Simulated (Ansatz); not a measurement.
Ge2H5O, SMILES `[OH][GeH][GeH3]` radical, 8 atoms. The species carries charge 0 and has multiplicity 2. Correlated methods include outer-core shells of Ge, which these sets cover unevenly. Scalar relativity is left out up to krypton. All runs use 4 threads of a server CPU on a shared host. Correlated methods freeze the cores. Open-shell runs search over several starts.

**Question.** Give the basis size and wall time and peak host memory of each of these runs in Ansatz. UHF-MP2/def2-QZVPP energy; UKS PBE0-D4/def2-SVP energy; UKS PBE0-D4/def2-QZVPP energy; direct RPA on PBE orbitals/def2-TZVPP energy; UHF-CCSD(T)/def2-TZVPP energy; UKS B3LYP-D4/def2-TZVPP energy and forces; UKS r2SCAN-D4/def2-TZVPP energy and forces; UHF-CCSD(T)/def2-SVP energy; UKS PBE0-D4/def2-TZVP relaxation (10 steps); UKS ωB97M-V/def2-SVP energy; UKS PBE0-D4/def2-TZVP frequencies; UKS ωB97M-V/def2-QZVPP energy. (Best estimate.)

**Answer.** Computed: Other jobs shared the machine, so times are rough.

| level | job | functions | wall time | peak host memory (GiB) |
| --- | --- | --- | --- | --- |
| UKS PBE0-D4/def2-SVP | energy | 103 | 3.3 s | 0.34 |
| UKS B3LYP-D4/def2-TZVPP | energy and forces | 197 | 8.5 s | 0.71 |
| direct RPA on PBE orbitals/def2-TZVPP | energy | 197 | 10 s | 0.59 |
| UKS r2SCAN-D4/def2-TZVPP | energy and forces | 197 | 11 s | 0.34 |
| UKS ωB97M-V/def2-SVP | energy | 103 | 14 s | 0.56 |
| UKS PBE0-D4/def2-QZVPP | energy | 385 | 27 s | 1.9 |
| UHF-CCSD(T)/def2-SVP | energy | 103 | 32 s | 0.91 |
| UHF-MP2/def2-QZVPP | energy | 385 | 45 s | 2.1 |
| UKS ωB97M-V/def2-QZVPP | energy | 385 | 56 s | 2.2 |
| UKS PBE0-D4/def2-TZVP | relaxation (10 steps) | 157 | 63 s | 0.6 |
| UKS PBE0-D4/def2-TZVP | frequencies | 157 | 3.2 min | 0.59 |
| UHF-CCSD(T)/def2-TZVPP | energy | 197 | 9.9 min | 6.6 |

B3LYP here is the variant with VWN-RPA as its local correlation; programs differ in this.
